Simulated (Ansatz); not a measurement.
Frontier orbitals of C$_{3}$H$_{9}$InSSi, SMILES `C/C=[C](\[InH2])[SiH2]S`.

```
atom    x (Å)    y (Å)    z (Å)
  C1   0.2240  -2.4125  -0.3959
  C2  -0.0915  -1.0599  -0.9373
  C3  -0.2931   0.0476  -0.2209
 In4  -0.0051   0.4013   1.9223
 Si5  -0.6156   1.7183  -0.8892
  S6   0.3612   2.9854   0.6136
  H7   1.1510  -2.8006  -0.8304
  H8   0.3312  -2.3987   0.6912
  H9  -0.5646  -3.1269  -0.6552
 H10  -0.1544  -1.0250  -2.0300
 H11  -1.3882   0.7412   2.8932
 H12   1.5583   0.0817   2.5801
 H13  -0.0957   2.0593  -2.2422
 H14  -2.0259   2.1693  -0.7686
 H15   1.6086   2.6196   0.2690
```

The species carries charge 0 and has multiplicity 1. Correlated methods include outer-core shells of In, which these sets cover unevenly. In takes the def2 core potential. The geometry is a stationary point of PBE0-D4/def2-TZVP. It is one conformer, not always the lowest. Basis def2-TZVPP, Ansatz.

A caution on the coupled-cluster cation, which keeps the state that its UHF reference found: spin contamination of the cation.

Orbital energies of one run (eV). Highest occupied ones, from the top: -9.51, -9.95, -10.73, -11.02, -12.04, -13.00, -13.14, -13.69, -14.58, -14.91, -15.38, -15.53, -17.63, -19.02. Empty: 0.98, 1.60, 2.02, 2.28, 2.77, 2.86.

Which functional gave them?
A. LC-ωPBE
B. r2SCANh
C. r2SCAN0
D. HSE06 (plane-wave form)

A. HOMO energies: LC-ωPBE -9.51, r2SCAN0 -7.09, r2SCANh -6.47, HSE06 -6.57 eV.

LC-ωPBE has ω = 0.4 bohr⁻¹.
